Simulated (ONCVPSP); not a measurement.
**Cutoff test, niobium, ONCV**

```json
{
 "Element": "niobium (Nb)",
 "Generator": "ONCVPSP 4.0.1",
 "Type": "optimised norm-conserving Vanderbilt (ONCV)",
 "Functional": "PBE",
 "Relativity": "fully relativistic",
 "Frozen core": "[Ar] 3d10",
 "Valence charge": "13",
 "Reference configuration": "4s2 4p6 4d4 5s0.75 (charge +0.25)",
 "Partial waves": "4s+5s: rc 2.00 bohr, ncon 3, nbas 8, qcut 6.5 1/bohr, 2 projectors; 4p: rc 2.10 bohr, ncon 4, nbas 8, qcut 6.9 1/bohr, 1 projector; 4d: rc 2.35 bohr, ncon 5, nbas 9, qcut 7.2 1/bohr, 2 projectors, debl 2.5 Ha",
 "Local potential": "polynomial inside 1.60 bohr (lpopt 5, dvloc0 3 Ha)",
 "Core correction": "none"
}
```

Open shells are filled in proportion to 2j + 1.

Task: For each optimised wave give the share of its norm inside rc, the residual kinetic energy above qcut (Ha) and the cutoffs (Ha) for errors of 10, 1, 0.1 and 0.01 mHa per electron.

Result:

```tsv
wave	norm inside rc	residual KE	10 mHa	1 mHa	0.1 mHa	0.01 mHa
4s	0.966	2.9e-07	8.1	12.7	15.7	18.1
5s	0.072	3.3e-07	3.6	11.3	15.2	17.9
4p j=3/2	0.933	1.2e-08	8.6	11.3	13.6	15.6
4p j=1/2	0.942	6.5e-09	9.2	12.1	14.7	16.9
4d j=5/2	0.654	4.3e-08	11.5	15.4	18.7	21.5
d projector 2 j=5/2	0.264	4.6e-06	14.4	18.2	21.6	24.8
4d j=3/2	0.664	5.0e-08	11.7	15.6	18.8	21.6
d projector 2 j=3/2	0.267	4.9e-06	14.6	18.3	21.7	25.0
```

The occupied waves need 16 Ha and 19 Ha for 1 and 0.1 mHa.
